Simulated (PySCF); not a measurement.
**Radial density of Sb⁺ (antimony, charge +1)**

UHF, [Kr] 4d10 5s1 5p2 5d1, one real determinant (an excited configuration). All numbers are calculated (PySCF 2.14, a scalar-relativistic core potential, in aug-cc-pwCVDZ-PP with ECP28MDF (6s5p4d1f, 48 functions)). This is the valence pseudo-density: the core potential removes the inner electrons and smooths the orbitals near the nucleus.

```csv
r (bohr),4πr²ρ (e/bohr),4πr²(ρα − ρβ)
0.00494,1.280e-05,0.0000
0.00830,3.541e-05,0.0000
0.0140,9.420e-05,0.0000
0.0235,0.0002257,0.0000
0.0395,0.0004302,0.0000
0.0665,0.0008162,0.0001
0.112,0.005594,0.0001
0.188,0.07137,0.0005
0.316,1.197,0.0170
0.532,13.76,0.2489
0.895,22.43,-0.0021
1.51,5.403,1.0042
2.53,1.701,1.5789
4.26,0.4357,0.4353
7.16,0.02535,0.0254
12.1,2.337e-05,0.0000
```

⟨L²⟩ = 7.93 against 12 for a pure F term, so this real determinant mixes terms. Energies and moments cover only the electrons outside the core potential. The outer electron is Rydberg-like, and this basis confines it to a smaller radius and binds it less than a complete one would.

(1) Where is the radial spin density 4πr²(ρα − ρβ) most negative, and why is it negative at all?

Answers

(1) Around r = 0.895 bohr, down to -0.0021 e/bohr: exchange with the open shell polarises the paired shells in an unrestricted calculation.
